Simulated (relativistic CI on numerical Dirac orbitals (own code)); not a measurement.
# Hyperfine structure of Nb3+, mass number 93

Computed by Dirac-Coulomb-Breit CI, orbitals from a KLI potential per configuration, QED by a radiative potential, valence Slater integrals scaled by 0.85, P86 correlation energy added to each configuration (own radial code, finite nucleus).

Configuration list (outside the closed core [Ar] 3d10 4s2): 4p6 4d2, 4p6 4d 5s, 4p6 4d 5p, 4p6 4d 4f, 4p6 5s2, 4p6 5s 5p, 4p6 4d 6s, 4p6 4d 5d, 4p5 4d3, 4p6 4f2, 4p6 4d 6p, 4p6 4d 6d, 4p6 4d 5f, 4p6 5p2, 4p6 4d 5g, 4p6 5s 5d. Levels of other configurations are missing.

Nuclear spin I = 9/2, μ = 6.163 μN, Q = -0.32 b (tables of Stone and Pyykkö). The electronic factors are computed for point nuclear moments, without core polarisation; leaving it out makes A of s and p electrons in near-neutral atoms 20 to 40 % too small, and it can dominate for d and f shells.

```tsv
Level	E (cm⁻¹)	A (MHz)	B (MHz)
4p6 4d2 3F_2	0.0	806.8	-57.3
4p6 4d2 3F_3	975.8	506.6	-63.5
4p6 4d2 3F_4	2128.1	382.6	-87.8
4p6 4d2 1D_2	8829.2	505.4	76.4
4p6 4d2 3P_1	10523.2	-18.06	-60.4
4p6 4d2 3P_2	11406.5	301	117
4p6 4d2 1G_4	14301.6	515.8	-345
4p6 4d 5s 3D_1	55843.6	-2472	-68.2
```

Levels with J = 0, under 50 % of one LS term, or S terms without an open s electron are left out. Small factors come from cancelling terms and can be off by tens of per cent or more.

Correlation outside the listed configurations is missing or only estimated: errors of thousands of cm⁻¹ between configurations and terms are usual at this charge. Rates and lifetimes follow the computed energies and can be off by large factors. The fine structure of a lone outer electron comes out too small, for d and f at times inverted, and misplaced configurations move strength between like terms.

**Question.** Give the hyperfine levels of 4p6 4d2 3F_2 relative to its centre of gravity.

**Answer.** With K = F(F + 1) − I(I + 1) − J(J + 1), E = AK/2 + B[¾K(K + 1) − I(I + 1)J(J + 1)]/[2I(2I − 1)J(2J − 1)]: F = 5/2: -8901, F = 7/2: -6052, F = 9/2: -2404, F = 11/2: 2034, F = 13/2: 7247 MHz.

LS names give the leading component of a level, which can be under half, so a name can repeat, a term be missing and a line seem to break the LS rules.
